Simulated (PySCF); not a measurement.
Method: CAM-B3LYP-D3(BJ)/def2-TZVP in PySCF. Isolated molecules, 0 K electronic values unless said otherwise. Delta-SCF ions had no search for a lower state. 

Reference species (SMILES): `C#CC=C` (neutral, multiplicity 1).

The vertical ionisation energy (Delta-SCF) is 9.47 eV and the dipole moment comes out as 0.44 D. The HOMO comes out as -8.49 eV.

After one change: the vertical ionisation energy (Delta-SCF) falls by 1.23 eV; the dipole moment goes up by 1.72 D; the HOMO rises by 1.21 eV.

Q: What was changed between the two runs? The new species is one of these.
A) `C=C=C=C`
B) `C=C1C=C1`
C) `C1=CC=C1`

A: B, `C=C1C=C1`
